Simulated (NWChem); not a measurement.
# hexachlorodisilane (Si₂Cl₆); SMILES Cl[Si](Cl)(Cl)[Si](Cl)(Cl)Cl

```xyz
8

Cl     1.3424    -1.3876     1.8529
Si     0.0000     0.0000     1.1668
Cl     0.5305     1.8563     1.8529
Cl    -1.8729    -0.4687     1.8529
Si     0.0000     0.0000    -1.1668
Cl     1.8710     0.4760    -1.8529
Cl    -0.5233    -1.8584    -1.8529
Cl    -1.3477     1.3824    -1.8529
```
Atoms are numbered in this order, from 1.

Level: PBE0/def2-SVP (NWChem), optimised geometry, unscaled harmonic frequencies. 

```csv
frequency (cm⁻¹),IR intensity (km/mol)
20,0.0
58,0.8
58,0.8
121,0.0
121,0.0
128,0.0
173,4.2
173,4.2
209,0.0
209,0.0
239,51.8
352,0.0
473,166.7
614,0.0
614,0.0
627,277.2
627,277.3
635,0.0
```

| Quantity | Result |
|---|---|
| zero-point energy | 7.8 kcal/mol |
| thermal correction to the enthalpy at 298.15 K (with zero-point energy) | 15.6 kcal/mol |
| heat capacity Cv | 34.7 cal/(mol K) |
| entropy at 298.15 K and 1 atm (symmetry number 6) | 110.8 cal/(mol K) |
| dipole moment | 0.00 D |

Rigid rotor and harmonic oscillator; modes under 100 cm⁻¹ make the entropy uncertain.
